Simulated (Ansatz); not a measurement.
Stepwise reaction of `[SeH][SnH2][SeH]` with water, as a gas-phase model of exchange steps in deposition or etching. ΔE in kJ/mol; ΔG adds harmonic PBE0-D4 terms to CCSD(T)/CBS, at 1 bar.

Computed with Ansatz on PBE0-D4/def2-TZVP structures; ΔE is electronic, products minus reactants. CCSD(T)/CBS adds triple-zeta CCSD(T) − MP2 to the extrapolated MP2 energy (def2 sets, frozen cores). This one scheme is used for every species. DFT in def2-TZVPP. B3LYP here is the variant with VWN-RPA as its local correlation; programs differ in this. def2 core potentials past Kr. For Se, Sn outer-core shells are correlated without core-valence functions, which leaves a few kJ/mol of doubt a bond. Scalar relativity is left out up to krypton. Each species was taken in one conformer, which may not be the lowest.

```
step                                             reaction  PBE-D4  B3LYP-D4  ωB97M-V  CCSD(T)/CBS  ΔG(500 K)
   1  `[SeH][SnH2][SeH]` + H₂O → `[OH][SnH2][SeH]` + H₂Se    59.0      56.8     55.1         61.8       59.0
```

Question: Give the row of step 2, `[OH][SnH2][SeH]` + H₂O → `[OH][SnH2][OH]` + H₂Se. (Best estimate.)

Answer: Ansatz gave: 
```csv
step,reaction,PBE-D4,B3LYP-D4,ωB97M-V,CCSD(T)/CBS,ΔG(500 K)
2,`[OH][SnH2][SeH]` + H₂O → `[OH][SnH2][OH]` + H₂Se,58.8,55.5,54.2,59.6,53.5
```

Question: By hand: ΔE of the 2 steps together at CCSD(T)/CBS.

Answer: (61.8) + (59.6) = 121.4 kJ/mol, or 60.7 kJ/mol a step.

In ΔE the steps differ by no more than 2.2 kJ/mol. All are uphill at CCSD(T)/CBS. ΔG lies between 53.5 and 59.0 kJ/mol a step. PBE-D4 differs from CCSD(T)/CBS by -2.8 to -0.8 kJ/mol a step. Isolated molecules leave out the surface, adducts and barriers. Largest T1 diagnostic: 0.014.
